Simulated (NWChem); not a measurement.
Everything below was run with NWChem. System: hydrogen iodide (HI), charge 0, spin multiplicity 1, at a geometry optimised with PBE/def2-SVP with def2 effective core potentials on I. Level: evGW0@PBE/def2-TZVP with def2 effective core potentials on I, RI basis def2-tzvp-rifit, 6 cycles, no spin-orbit coupling.

Part of the output:

```
             Northwest Computational Chemistry Package (NWChem) 7.3.0
             --------------------------------------------------------

                                NWChem Input Module
                                -------------------

 Scaling coordinates for geometry "geometry" by  1.889725989
 (inverse scale =  0.529177249)

 Turning off AUTOSYM since
 SYMMETRY directive was detected!

                             Geometry "geometry" -> ""
                             -------------------------

 Output coordinates in angstroms (scale by  1.889725989 to convert to a.u.)

  No.       Tag          Charge          X              Y              Z
 ---- ---------------- ---------- -------------- -------------- --------------
    1 I                   53.0000     0.00000000     0.00000000     0.03023700
    2 H                    1.0000     0.00000000     0.00000000    -1.60256200

 Effective nuclear repulsion energy (a.u.)      17.1768810472

            Nuclear Dipole moment (a.u.)
            ----------------------------
        X                 Y               Z
 ---------------- ---------------- ----------------
     0.0000000000     0.0000000000    -0.0000018897

      Symmetry information
      --------------------

 Group name             C2v
 Group number             16
 Group order               4
 No. of unique centers     2

      Symmetry unique atoms

     1    2


 Summary of "ao basis" -> "" (spherical)
 ------------------------------------------------------------------------------
       Tag                 Description            Shells   Functions and Types
 ---------------- ------------------------------  ------  ---------------------
 *                         def2-tzvp                  on all atoms

 Summary of "ri basis" -> "" (spherical)
 ------------------------------------------------------------------------------
       Tag                 Description            Shells   Functions and Types
 ---------------- ------------------------------  ------  ---------------------
 *                      def2-tzvp-rifit               on all atoms

  pbe96 is a nonlocal functional; adding pw91lda local functional.

                                 NWChem DFT Module
                                 -----------------

 Summary of "ao basis" -> "ao basis" (spherical)
 ------------------------------------------------------------------------------
       Tag                 Description            Shells   Functions and Types
 ---------------- ------------------------------  ------  ---------------------
 I                         def2-tzvp                16       50   6s5p3d2f
 H                         def2-tzvp                 4        6   3s1p

 Summary of "ao basis" -> "ao basis" (spherical)
 ------------------------------------------------------------------------------
       Tag                 Description            Shells   Functions and Types
 ---------------- ------------------------------  ------  ---------------------
 I                         def2-tzvp                16       50   6s5p3d2f
 H                         def2-tzvp                 4        6   3s1p

      Symmetry analysis of basis
      --------------------------

        a1         25
        a2          5
        b1         13
        b2         13

            General Information
            -------------------
          SCF calculation type: DFT
          Wavefunction type:  closed shell.
          No. of atoms     :     2
          No. of electrons :    26
           Alpha electrons :    13
            Beta electrons :    13
          Charge           :     0
          Spin multiplicity:     1
          Use of symmetry is: on ; symmetry adaption is: on
          Maximum number of iterations: 100
          This is a Direct SCF calculation.
          AO basis - number of functions:    56
                     number of shells:    20
          Convergence on energy requested:  1.00D-06
          Convergence on density requested:  1.00D-05
          Convergence on gradient requested:  5.00D-04

              XC Information
              --------------
          PerdewBurkeErnzerhof Exchange Functional  1.000
            Perdew 1991 LDA Correlation Functional  1.000 local
[...]
@GW        12        -10.137           0.000
@GW        13        -10.137           0.000
@GW        14          1.512           0.000
@GW        15          5.884           0.000
@GW        16          6.948           0.000
@GW        17          6.948           0.000
@GW        18          7.158           0.000
@GW        19          8.260           0.000
@GW        20          8.257           0.000
@GW        21          9.007           0.000
@GW        22          9.007           0.000
@GW        23         13.164           0.000
@GW        24         14.925           0.000
@GW        25         27.656           0.000
@GW        26         27.657           0.000
@GW        27         29.153           0.000
@GW        28         29.154           0.000
@GW        29         29.579           0.000
@GW        30         29.579           0.000
@GW        31         31.712           0.000
@GW        32         36.241           0.000
@GW        33         36.242           0.000
@GW        34         36.300           0.000
@GW        35         39.749           0.000
@GW        36         40.926           0.000
@GW        37         40.925           0.000
@GW        38         41.273           0.000
@GW        39         41.273           0.000
@GW        40         47.877           0.000
@GW        41         47.925           0.000
@GW        42         62.683           0.000
@GW        43         74.944           0.000
@GW        44         91.852           0.000
@GW        45         91.870           0.000
@GW        46         92.143           0.000
@GW        47         92.143           0.000
@GW        48         93.340           0.000
@GW        49         93.412           0.000
@GW        50         97.809           0.000
@GW        51        122.607           0.000
@GW        52        946.002           0.000
@GW        53        946.001           0.000
@GW        54        947.119           0.000
@GW        55       1173.863           0.000
@GW        56       3216.324           0.000

  *** G4W0

          Solving quasiparticle equations

                  Alpha Orbitals
          State     Energy (eV)     Error (eV)
          -----------------------------------
@GW         1       -196.046           0.000
@GW         2       -142.673           0.000
@GW         3       -142.293           0.000
@GW         4       -142.290           0.000
@GW         5        -57.018           0.000
@GW         6        -56.777           0.000
@GW         7        -56.777           0.000
@GW         8        -56.555           0.000
@GW         9        -56.556           0.000
@GW        10        -20.804           0.000
@GW        11        -13.777           0.000
@GW        12        -10.137           0.000
@GW        13        -10.137           0.000
@GW        14          1.512           0.000
@GW        15          5.884           0.000
@GW        16          6.947           0.000
@GW        17          6.947           0.000
@GW        18          7.158           0.000
@GW        19          8.260           0.000
@GW        20          8.257           0.000
@GW        21          9.007           0.000
@GW        22          9.007           0.000
@GW        23         13.164           0.000
@GW        24         14.925           0.000
@GW        25         27.658           0.000
@GW        26         27.657           0.000
@GW        27         29.154           0.000
@GW        28         29.155           0.000
@GW        29         29.580           0.000
@GW        30         29.580           0.000
@GW        31         31.714           0.000
@GW        32         36.243           0.000
@GW        33         36.244           0.000
@GW        34         36.310           0.000
@GW        35         39.754           0.000
@GW        36         40.932           0.000
@GW        37         40.932           0.000
@GW        38         41.271           0.000
@GW        39         41.270           0.000
@GW        40         47.890           0.000
@GW        41         47.897           0.000
@GW        42         62.717           0.000
@GW        43         74.910           0.000
@GW        44         91.865           0.000
@GW        45         91.876           0.000
@GW        46         92.147           0.000
@GW        47         92.147           0.000
@GW        48         93.342           0.000
@GW        49         93.349           0.000
@GW        50         97.828           0.000
@GW        51        122.613           0.000
@GW        52        946.027           0.000
@GW        53        946.027           0.000
@GW        54        947.142           0.000
@GW        55       1173.965           0.000
@GW        56       3216.335           0.000

  *** G5W0

          Solving quasiparticle equations

                  Alpha Orbitals
          State     Energy (eV)     Error (eV)
          -----------------------------------
@GW         1       -196.055           0.000
@GW         2       -142.680           0.000
@GW         3       -142.296           0.000
@GW         4       -142.292           0.000
@GW         5        -57.019           0.000
@GW         6        -56.778           0.000
@GW         7        -56.778           0.000
@GW         8        -56.555           0.000
@GW         9        -56.556           0.000
@GW        10        -20.804           0.000
@GW        11        -13.777           0.000
@GW        12        -10.137           0.000
@GW        13        -10.137           0.000
@GW        14          1.512           0.000
@GW        15          5.884           0.000
@GW        16          6.947           0.000
@GW        17          6.947           0.000
@GW        18          7.158           0.000
@GW        19          8.260           0.000
@GW        20          8.257           0.000
@GW        21          9.006           0.000
@GW        22          9.007           0.000
@GW        23         13.164           0.000
@GW        24         14.925           0.000
@GW        25         27.658           0.000
@GW        26         27.657           0.000
@GW        27         29.154           0.000
@GW        28         29.155           0.000
@GW        29         29.580           0.000
@GW        30         29.580           0.000
@GW        31         31.714           0.000
@GW        32         36.243           0.000
@GW        33         36.244           0.000
@GW        34         36.311           0.000
@GW        35         39.755           0.000
@GW        36         40.933           0.000
@GW        37         40.933           0.000
@GW        38         41.271           0.000
@GW        39         41.270           0.000
@GW        40         47.891           0.000
@GW        41         47.895           0.000
@GW        42         62.722           0.000
@GW        43         74.910           0.000
@GW        44         91.866           0.000
@GW        45         91.876           0.000
@GW        46         92.148           0.000
@GW        47         92.148           0.000
@GW        48         93.343           0.000
@GW        49         93.341           0.000
@GW        50         97.825           0.000
@GW        51        122.614           0.000
@GW        52        946.032           0.000
@GW        53        946.032           0.000
@GW        54        947.146           0.000
@GW        55       1173.984           0.000
@GW        56       3216.337           0.000

     GW Timing Statistics
   ------------------------
   Init.   :          0.2s
     ERIs  :          0.2s
     Distr.:          0.0s
     Vxc   :          0.1s
   Sigma_x :          0.0s
   RPA     :          0.1s
   Wmn     :          0.3s
   Sigma_c :          0.3s
   GW total:          1.1s

 Task  times  cpu:        1.1s     wall:        1.1s

 Total times  cpu:        6.0s     wall:        6.0s
```

### Question
Write an NWChem input that would produce this output.

### Answer
Several could match; the one computed here: 
```
start mol
memory heap 200 mb stack 700 mb global 1700 mb
geometry units angstroms nocenter noautoz
  I      0.000000     0.000000     0.030237
  H      0.000000     0.000000    -1.602562
  symmetry group C2v
end
basis spherical
  * library def2-tzvp
end
ecp
  I library def2-ecp
end
basis "ri basis" bse spherical
  * library def2-tzvp-rifit
end
dft
  xc xpbe96 cpbe96
  iterations 100
  direct
  tolerances tight
end
task dft energy
gw
  evgw0 6
  states alpha occ -1 vir -1
end
task dft gw
```
